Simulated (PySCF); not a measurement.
PbHI, SMILES [PbH][I] (connectivity only; charge and spin as stated), neutral, multiplicity 1.

Coordinates come from a B3LYP-D3(BJ)/def2-TZVP optimisation. The def2 effective core potentials stand for the cores of I, Pb; spin–orbit coupling is left out.

Method: IEF-PCM-M06-2X/def2-SVP (PySCF 2.14.0).

The values are the electrostatic part of the solvation free energy, E(continuum) − E(gas) at the gas-phase geometry, in a cavity of scaled van der Waals radii (PySCF's table); cavitation and dispersion terms are not included. A continuum can't describe solvent molecules that bind to the metal. In vacuum the orbital gap is 5.38 eV. The dipole moment in vacuum is 4.30 D.

| solvent | ε | ΔG(elec) (kcal/mol) | dipole (D) | gap (eV) |
|---|---|---|---|---|
| water | 78.36 | -9.3 | 6.68 | 6.03 |
| cyclohexanone | 15.62 | -8.4 | 6.47 | 5.98 |
| 1-octanol | 9.86 | ? | ? | ? |

Some entries are withheld; supply them. (An estimate is asked for; the answer gives what the named calculation found.)


- 1-octanol, ΔG(elec) (kcal/mol): -7.9
- 1-octanol, dipole (D): 6.33
- 1-octanol, gap (eV): 5.94
